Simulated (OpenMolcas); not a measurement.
# Pd2+ in a point-charge field

Pd2+ among 3 point charges of -2 e arranged as a planar triangle (D3h), 2.22 Å from the ion.
```
   2.2200    0.0000    0.0000  -2.00
  -1.1100    1.9226    0.0000  -2.00
  -1.1100   -1.9226    0.0000  -2.00
```

| Property | Result |
| --- | --- |
| Program | OpenMolcas 26.06 |
| Method | CASSCF |
| Basis | ANO-RCC-VDZP [6s5p3d1f] |
| Scalar Hamiltonian | DKH2, point nucleus |
| Active space | 8 electrons in 5 orbitals (4d) |
| State averaging | 2S+1 = 3 even, 10 roots; 2S+1 = 1 even, 15 roots |
| Spin-orbit coupling | RASSI with atomic mean-field integrals over the reference wave functions |

The lowest spin-free states (labels of D3, the rotations of D3h), above the lowest:

```csv
State,Degeneracy,E (cm-1),Free-ion L (%)
3A2,1,0.0,F (60)
3A1,1,419.5,F (100)
3A2,1,436.9,F (100)
3E,2,3299,F (100)
3E,2,3417,F (90)
1A1,1,9985,D (89)
1E,2,10161,G (100)
1E,2,13275,D (92)
3A2,1,15020,P (60)
1E,2,15899,D (88)
1A1,1,19023,G (100)
1A2,1,19083,G (100)
3E,2,23370,P (90)
1E,2,26570,G (88)
1E,2,30209,G (92)
1A1,1,31236,G (94)
1A1,1,51975,S (94)
```

The lowest levels with spin-orbit coupling:

| E (cm-1) | Degeneracy | Label | 2S+1 | g |
| --- | --- | --- | --- | --- |
| 0.0 | 2 | E | 3 | 0.00 0.00 9.95 |
| 755.5 | 1 | A1 | 3 |  |
| 1373 | 2 | E | 3 | 0.00 0.00 3.57 |
| 1680 | 1 | A2 | 3 |  |
| 1692 | 1 | A1 | 3 |  |
| 2959 | 2 | E | 3 | 0.00 0.00 4.46 |
| 4665 | 1 | A2 | 3 |  |
| 4670 | 1 | A1 | 3 |  |
| 4715 | 2 | E | 3 | 0.00 0.00 3.20 |
| 5052 | 2 | E | 3 | 0.00 0.00 1.73 |
| 6309 | 1 | A1 | 3 (88 %) |  |
| 6474 | 1 | A2 | 3 |  |
| 7067 | 2 | E | 3 | 0.00 0.00 4.33 |
| 7595 | 2 | E | 3 | 0.00 0.00 0.75 |
| 12569 | 2 | E | 1 | 0.00 0.00 7.99 |
| 13387 | 1 | A1 | 1 (83 %) |  |
| 14799 | 2 | E | 1 (56 %) | 0.00 0.00 2.67 |
| 17225 | 1 | A1 | 3 |  |
| 17939 | 2 | E | 1 (88 %) | 0.00 0.00 4.11 |
| 18538 | 2 | E | 3 (65 %) | 0.00 0.00 3.19 |

Powder χT (cm3 K/mol): 3.1 at 2 K, 3.1 at 10 K, 3.13 at 50 K, 3.17 at 100 K, 3.23 at 200 K, 3.28 at 300 K. The effective moment at 300 K is 2.828 √(χT) = 5.12 μB.

The lowest level has 2S+1 = 3, for which the spin-only value is χT = S(S+1) / 2 = 1.000 cm3 K/mol (g = 2). The computed 3.280 at 300 K differs by +2.280, through orbital momentum, spin-orbit coupling and any other state in reach.

Spin-orbit coupling mixes the spin-free states strongly: the lowest level takes only 49 % from its leading state, 3A1, which lies 419 cm-1 above the lowest spin-free state. Without dynamic correlation the repulsion within the d shell is too large (B by tens of per cent), so at a given field states of lower spin stand too high. Real 4d8 and 5d8 ions are as a rule square planar and diamagnetic. The ground term spreads over less than 5000 cm-1, several times less than with real ligands, so orbital moments are less quenched and χT lies further from the spin-only value than at real sites. This is an electrostatic model: the charges have no orbitals. No measured value stands beside these numbers.

With an even number of electrons the g values are those of a degenerate or nearly degenerate non-Kramers pair.
